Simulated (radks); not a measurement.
Task: Numerical settings for neutral silver, [Kr] 4d10 5s1. Calculated with a radial shooting solver on a logarithmic mesh with Libxc functionals: Dirac Kohn-Sham, PBE, spin-unpolarised, spherical densities, point nucleus. The defaults (mesh step 0.008 in ln r, mesh end at 40 bohr or more with all orbitals vanishing there, Anderson mixing 0.5 over 9 steps, residual threshold near 1e-9 with the energy settled to 1e-9 hartree or 1e-11 of itself, here a cap of 80 iterations) give E = -5317.2406 hartree and 5s1/2 at -4.406 eV in 15 iterations. Run on one thread of a shared host, so times are rough (Intel(R) Xeon(R) Platinum 8488C): 0.18 s of CPU time, 0.18 s wall, 15 iterations on 2725 mesh points. One setting is changed at a time: mesh step in ln r 0.12; mesh step in ln r 0.02; mesh step in ln r 0.005; mesh end (bohr) 12; mesh end (bohr) 2; residual threshold 0.1; residual threshold 0.01; mixing 1.5; linear mixing, mixing 0.05; linear mixing, mixing 0.5; mixing history 2; iteration cap 2. Which runs fail to converge, and which converge to a wrong energy?

Result: Not converged within the cap: mesh step in ln r 0.12; linear mixing, mixing 0.05; iteration cap 2. Settled on a wrong energy, with an occupied level pushed above zero by the early mesh end: mesh end (bohr) 2 (+10.4 hartree). Apart from these: no run marked as converged misses the energy by more than 1 mhartree.
